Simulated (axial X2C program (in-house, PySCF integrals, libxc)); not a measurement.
# Testing model relations on AsF⁺

A bond curve at the PBE0 level, with spin–orbit coupling, was computed with an axial X2C code built on PySCF integrals (basis As dyall-cv3z [9s9p6d4f1g], F dyall-av3z [7s6p3d2f] (cores contracted in-house)) for the state Ω = 1/2 (⟨Sz⟩ = -0.50, ⟨Lz⟩ = 1.00 at PBE0). Its fit gives Re = 1.6586 Å, ωe = 832.6 cm⁻¹, ωexe = 3.22 cm⁻¹ and αe = 2.436e-03 cm⁻¹; the masses are 74.9216 and 18.9984 u. Two-component means X2C with spin–orbit coupling and atomic mean-field Coulomb and Gaunt terms.

Find the reduced mass, Be and the force constant.

From the PBE0 values: μ = 15.1554 u. Be = 16.8576/(μ Re²) = 0.4043 cm⁻¹. k = 5.8918×10⁻⁷ μ ωe² = 6.19 mdyn/Å.

Where do the fundamental and the first overtone lie?

ν(1←0) = ωe − 2ωexe = 826.2 cm⁻¹; ν(2←0) = 2ωe − 6ωexe = 1645.9 cm⁻¹.

A Morse curve ties αe to the other constants (Pekeris). How well does that hold?

αe(Morse) = 6Be²/ωe × (√(ωexe/Be) − 1) = 2.147e-03 cm⁻¹; the PBE0 curve gives 2.436e-03 cm⁻¹, a ratio of 0.88.

Estimate the centrifugal constant by the Kratzer relation.

D = 4Be³/ωe² = 3.81e-07 cm⁻¹.

The state is a single determinant with fixed occupations, the lowest that a limited PBE0 search found. Density functionals use the spin component along the axis (collinear). The functionals have no current-density term, which raises determinants with orbital currents, atoms included.
